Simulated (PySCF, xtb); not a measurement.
Cl2FH5Si3, SMILES [SiH2](F)[SiH2][SiH](Cl)Cl.

xtb 6.7.1 with GFN2-xTB at its own geometry gives an orbital gap of 3.76 eV and a dipole moment of 0.53 D.

Geometry: B3LYP-D3(BJ)/def2-SVP. The structure was generated by enumeration, and PubChem lists no compound with its InChIKey, so it may never have been made. Other conformers were not sampled.

Problem. What does PBE0/def2-TZVP in PySCF give? (The exact figures need the calculation; the answer reports its results.)

Solution. gap 6.91 eV (levels -8.19 and -1.28 eV), dipole 0.79 D.
